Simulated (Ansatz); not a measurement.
Molecule: SnI, net charge 1, singlet state. SMILES: [Sn+][I]
Geometry: optimised at B3LYP-D3(BJ)/def2-TZVP (Ansatz, a first-principles code).

Property: vertical ionisation energy (to the doublet state of charge +2; each state is the SCF solution reached for its spin), in eV. Correlated levels leave the core frozen unless marked. UHF or UKS for open shells. No spin-orbit coupling. The frozen core is the preceding noble-gas configuration, with the filled d and f shells of earlier blocks. Past Kr the def2 sets carry scalar-relativistic core potentials. CBS marks a two-point X^-3 extrapolation of the correlation energy; Hartree-Fock from the larger set.

```csv
level,program,vertical ionisation energy (eV)
SVWN5/def2-TZVPD,Ansatz,15.89
PBE/def2-TZVPD,Ansatz,15.56
r2SCAN/def2-TZVPD,Ansatz,15.60
B3LYP/def2-TZVPD,Ansatz,15.56
```

**Question.** What does CCSD(T)/CBS(def2-TZVPPD,def2-QZVPPD) (Ansatz) give?

**Answer.** 15.61 eV
